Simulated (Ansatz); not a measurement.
Ideal-gas functions of `[SiH3]N=C=S` at 600 K and 1 bar, from an Ansatz frequency run at PBE0-D4/def2-TZVP.

Molar mass 89.19 g/mol, point group C3v (symmetry number 3), electronic degeneracy 1, moments of inertia 5.966, 334.308, 334.308 u Å². Harmonic wavenumbers (cm⁻¹, unscaled): 63, 63, 498, 498, 505, 702, 702, 944, 944, 947, 1079, 2175, 2254, 2255, 2255.

Use S(trans) = R[1.5 ln M + 2.5 ln T − 1.1517]; rotational temperatures θ = 24.2544 K / I; S(rot) = R[ln(√π/σ · √(T³/θAθBθC)) + 1.5]; for each mode x = 1.438777 ν̃/T, S = R[x/(eˣ − 1) − ln(1 − e⁻ˣ)] and H = RT x/(eˣ − 1); 1 cm⁻¹ = 0.0119627 kJ/mol; R = 8.31446 J/(mol·K).

Q: By hand: the entropy, in J/(mol·K).

A: Translation 179.4. Rotation: θ = 4.0654, 0.0726, 0.0726 K, giving 103.9. Vibration, mode by mode: 24.04, 24.04, 7.32, 7.32, 7.21, 4.90, 4.90, 3.10, 3.10, 3.08, 2.40, 0.28, 0.24, 0.24, 0.24, in all 92.4. Electronic 0.0. Sum 375.7 J/(mol·K).

Q: By hand: H − E and G − E in kJ/mol, counted from the electronic energy.

A: Zero-point energy ½ × 15884 × 0.0119627 = 95.0; thermal vibration 26.3; translation, rotation and pV give 4 RT = 20.0. H − E = 141.3 kJ/mol, and G − E = 141.3 − 600 × 375.7/1000 = -84.1 kJ/mol.

Vibration gives 25 % of the entropy, 48.1 J/(mol·K) of it from the modes under 150 cm⁻¹: soft modes count most, and the harmonic formula is weakest for them.
